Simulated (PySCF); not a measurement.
# How methods differ on the ionisation energy of Cl⁺

Cl⁺ [Ne] 3s2 3p4 [3p1/2^2 3p3/2^2, M_J = 2] → Cl²⁺ [Ne] 3s2 3p3 [3p1/2^2 3p3/2^1, M_J = 3/2], as a difference of total energies. All numbers are calculated (PySCF 2.14, the two-component X2C-1e Hamiltonian, in x2c-SVPall-2c). Correlated levels: [Ne] frozen. "Screened" scales the spin-orbit matrix elements by Boettger's factors to mimic the two-electron term; Breit and QED terms are absent.

```json
{"method": "GHF (spin-free)", "ionisation energy (eV)": "22.640"}
{"method": "GMP2 (spin-free)", "ionisation energy (eV)": "23.200"}
{"method": "GHF (screened spin-orbit)", "ionisation energy (eV)": "22.687"}
{"method": "GMP2 (screened spin-orbit)", "ionisation energy (eV)": "23.246"}
```

Task: How much does correlation contribute at GMP2 (screened spin-orbit)?

Result: 23.246 − (22.687) = 0.559 eV, measured against GHF (screened spin-orbit).

Errors of the correlated levels include the incompleteness of this basis and the frozen core.

The labels give the starting determinants; with spin-orbit coupling the two ends relaxed to ⟨J²⟩ = 6.01, ⟨L²⟩ = 2.01, ⟨S²⟩ = 2.00 and ⟨J²⟩ = 3.75, ⟨L²⟩ = 0.00, ⟨S²⟩ = 3.75.

For comparison: 23.814 eV (measured; NIST Atomic Spectra Database, ionization energies).
